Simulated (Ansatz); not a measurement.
Species: C3H5O2, charge 0, multiplicity 2. It need not be the lowest isomer of its formula. 
Coordinates optimised at B3LYP-D3(BJ)/def2-TZVP (Ansatz, an electronic-structure program):
```
O
C 1 1.3562
O 2 1.2158 1 123.26
C 1 1.4325 2 115.36 3 0.00
H 4 1.0864 1 105.68 2 -180.00
H 4 1.0899 5 110.61 1 119.68
H 4 1.0899 5 110.61 6 120.63
C 2 1.4421 3 124.72 1 180.00
H 8 1.0787 2 118.21 3 0.00
H 8 1.0795 9 120.74 2 -180.00
```
Charge 0, spin multiplicity 2.

Total electronic energies in hartree. Valence correlation only, unless marked. UHF or UKS for open shells. Spin-orbit coupling is left out. No relativistic terms. CBS(X,Y): correlation extrapolated as X^-3; Hartree-Fock from the larger set. The bracket is a focal-point correction in the basis named.

| level | program | energy (Eh) |
|---|---|---|
| HF/cc-pVTZ | Ansatz | -266.30991 |
| HF/cc-pVQZ | Ansatz | -266.32913 |
| r2SCAN-D4/def2-TZVPD | Ansatz + dftd4 | -267.69710 |
| B97M-V/def2-TZVPD | Ansatz | -267.79077 |
| B3LYP-D4/def2-TZVPD | Ansatz + dftd4 | -267.85019 |
| PBE0/STO-3G | Ansatz | -263.92455 |
| PBE0-D3(BJ)/def2-TZVP | Ansatz + dftd3 | -267.53589 |
| r2SCANh-D4/def2-TZVPD | Ansatz + dftd4 | -267.68123 |
| CAM-B3LYP-D3(BJ)/def2-TZVPD | Ansatz + dftd3 | -267.72761 |
| LC-wPBE-D3(BJ)/def2-TZVPD | Ansatz + dftd3 | -267.67298 |
| B2GP-PLYP-D3(BJ)/def2-TZVPD | Ansatz + dftd3 | -267.57960 |
| B2PLYP-D4/def2-TZVPD | Ansatz + dftd4 | -267.63298 |
| CCSD(T)/6-31G | Ansatz | -266.61635 |
| CCSD(T)/cc-pVDZ | Ansatz | -267.03767 |
| RI-MP2/CBS(cc-pVTZ,cc-pVQZ)+[CCSD(T)-MP2]/cc-pVTZ | Ansatz | -267.4450 |

Totals of different functionals don't rank their quality; only differences between species are comparable.
